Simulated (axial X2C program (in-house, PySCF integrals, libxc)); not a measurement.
Results of a calculation; reference values are marked as such.
**MgSe: input and output**

Program: an axial X2C code built on PySCF integrals.

Input file and command:
```json
{
 "zs": [
  34,
  12
 ],
 "q": 0,
 "bas": [
  "dyall-cv3z",
  "dyall-cv3z"
 ],
 "levels": [
  "PBE0",
  "HF",
  "PW91"
 ],
 "cc": true,
 "r0": 2.39,
 "thr": -2.0,
 "nmax": 90,
 "npts": 10,
 "nst": 2,
 "ntry": 6
}
```
```bash
python so2c.py task.json out
```

Keys: zs atomic numbers; q charge; bas basis sets; levels methods; cc coupled cluster on or off; r0 starting distance in Å; thr threshold in hartree for freezing inner shells (an s shell follows its p shell); nmax most natural virtual spinors; npts points on the curve; nst determinants followed; ntry starts of the search. HF also brings MP2.

Output of the PBE0 step, 2c, at R = 2.263 Å for the state Ω = 0. It starts from the PBE0 orbitals of the search at 2.263 Å.

```
two-component X2C + atomic mean field  PBE0
basis functions 186  fitting functions 897  grid points 5083
iter        total energy     max residual
   1      -2629.121148767     4.37e-06
   2      -2629.121148765     7.15e-06
converged
one-electron -3850.48956763  Coulomb 1231.65490338  exact exchange -25.71811596  xc functional -79.05845502  nuclear repulsion 95.40623158  atomic mean-field constant -0.91614512
```
Energies are in hartree; totals compare only within one Hamiltonian and basis.
